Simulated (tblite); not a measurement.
C₅H₈FO₂ (doublet state).
Z-matrix (Å and degrees, GFN2-xTB geometry), rows numbered from 1:
```
C 
C   1  1.5183
O   2  1.4243  1  108.20
C   3  1.3682  2  114.05  1   179.29
O   4  1.4408  3  114.80  2    72.13
C   5  1.4295  4   93.31  3   122.80
C   6  1.4911  5   89.30  4    -4.55
F   7  1.3422  4  124.06  3   107.02
H   1  1.0863  2  110.02  3   -59.51
H   1  1.0863  2  109.80  3  -179.92
H   1  1.0858  2  109.75  3    59.87
H   2  1.0970  1  110.95  3  -119.71
H   2  1.1006  1  110.91  3   119.62
H   4  1.1112  3  111.03  2   -53.39
H   6  1.0940  5  111.58  4  -123.51
H   6  1.0979  5  112.64  4   112.96
```

Computed geometry: GFN2-xTB, gas phase. This method treats the open shell by occupation alone, without spin polarisation.

Take the most abundant isotopes and a rigid rotor. The values belong to one conformer with, in the numbering `[CH3:1][CH2:2][O:3][C@H:4]1[O:5][CH2:6][C:7]1[F:8]`, C1–C2–O3–C4 179°, C2–O3–C4–O5 72°.

Give the principal moments of inertia and the rotational constants in MHz.

Ia = 111.15, Ib = 454.70, Ic = 529.19 u·Å²; 505379 MHz·u·Å²/I gives A = 4547, B = 1111, C = 955.0 MHz.

Classify the top.

A near-prolate asymmetric top; Ray's κ = -0.913.

Is it planar, by Δ = Ic − Ia − Ib?

Not planar: Δ = Ic − Ia − Ib = -36.66 u·Å². For a rigid frame Δ = −2 Σ m c², so Σ m c² = 18.33 u·Å² lies off the ab plane: 8.54 from hydrogen and 9.78 from heavier atoms. The atom farthest from that plane is 1.48 Å away.

Give the other two planar moments, Paa and Pbb, and the rms extents of the mass along the axes.

Paa = Σ m a² = (Ib + Ic − Ia)/2 = 436.37 and Pbb = Σ m b² = (Ia + Ic − Ib)/2 = 92.82 u·Å². With the mass M = 119.05 u, the rms extents √(P/M) along a, b and c are 1.91, 0.88, 0.39 Å.

Estimate the classical rotational partition function at 50 K, 100 K and 200 K.

Point group C1, symmetry number σ = 1; q = (√π/σ)·√((kT/h)³/(ABC)), k/h = 20836.6 MHz/K: 27100 at 50 K, 76700 at 100 K, 217000 at 200 K.

For this open shell read J as N, the rotation without spin; fine and hyperfine splittings come on top. Its GFN2-xTB frequencies are all real (lowest 56 cm⁻¹). Zero-point vibration and centrifugal distortion are left out.

The run took 0.6 s on one thread of an Arm Neoverse V2, shared host. That covers the optimisation of the geometry.
